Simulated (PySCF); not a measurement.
Species: C2H7AsBN.
Z-matrix (Å and degrees, PBE0-D3(BJ)/def2-SVP geometry), rows numbered from 1:
```
N 
C   1  1.1602
C   2  1.4503  1  174.07
B   3  1.6306  2  112.22  1   -29.82
As  4  2.0775  3  109.56  2    45.25
H   3  1.1021  2  109.35  1  -149.48
H   3  1.1022  2  108.28  1    94.67
H   4  1.2192  3  114.93  2   160.55
H   4  1.2215  3  114.75  2   -65.18
H   5  1.5051  4  114.32  3   176.63
H   5  1.5049  4  117.95  3   -65.35
H   5  1.5096  4  120.87  3    57.55
```

Level of theory: TDDFT wB97X-D/def2-SVPD, vertical, gas phase, core orbitals frozen in the response (PySCF 2.14.0, density-fitted response routines). The wB97X-D/def2-SVPD calculation is non-relativistic and has no spin–orbit coupling, an omission that weighs most on arsenic.

Kohn–Sham orbitals with the atoms that hold most of them (Löwdin shares over 4%, at most four atoms; ? is withheld):

| orbital | ε (eV) | atoms |
| --- | --- | --- |
| LUMO+2 | 1.87 | As5 45%, H12 16%, H11 15%, B4 8% |
| LUMO+1 | 1.57 | As5 34%, B4 14%, H12 10%, H10 10% |
| LUMO | 1.40 | ? |
| HOMO | -10.38 | ? |
| HOMO-1 | -10.58 | B4 23%, H9 17%, As5 13%, C3 12% |
| HOMO-2 | -10.91 | B4 30%, H8 22%, As5 21%, C3 9% |
| HOMO-3 | -11.16 | N1 38%, C2 30%, B4 10%, H9 7% |

Q: Which atoms hold the HOMO, and with what shares?

A: N1 (bonded to C) 31%; C2 (bonded to C and N) 20%; B4 (bonded to As, C and 2 H) 18%; C3 (bonded to B, C and 2 H) 16%. By element: carbon 37%, nitrogen 31%, boron 18%.

Q: Which atoms hold the LUMO, and with what shares?

A: As5 (bonded to B and 3 H) 33%; H10 (bonded to As) 16%; H12 (bonded to As) 16%; B4 (bonded to As, C and 2 H) 14%. By element: arsenic 33%, hydrogen 32% or more, boron 14%.

Q: How does S1 compare with the orbital gap of 11.78 eV?

A: S1 is at 7.38 eV (f = 0.0041), 4.40 eV below the gap, made of HOMO→LUMO+1 (40%), HOMO→LUMO+4 (18%), HOMO→LUMO+6 (16%). Its leading pair isn't HOMO and LUMO; the energies of that pair differ by 11.95 eV. Without the coupling terms of the response equations the lowest excitation would equal the gap.

Next come S2 at 7.69 eV (f 0.028), HOMO-1→LUMO+1 (53%), HOMO→LUMO+1 (13%); S3 at 7.85 eV (f 0.025), HOMO-1→LUMO (31%), HOMO→LUMO (18%), HOMO→LUMO+1 (13%); S4 at 7.85 eV (f 0.041), HOMO-1→LUMO+1 (16%), HOMO-2→LUMO+1 (15%), HOMO-1→LUMO (13%); S5 at 7.92 eV (f 0.0094), HOMO-1→LUMO (21%), HOMO→LUMO+1 (11%), HOMO-1→LUMO+1 (9%).

Löwdin shares depend on the basis, the more so with diffuse functions.

One conformer stands for the species.
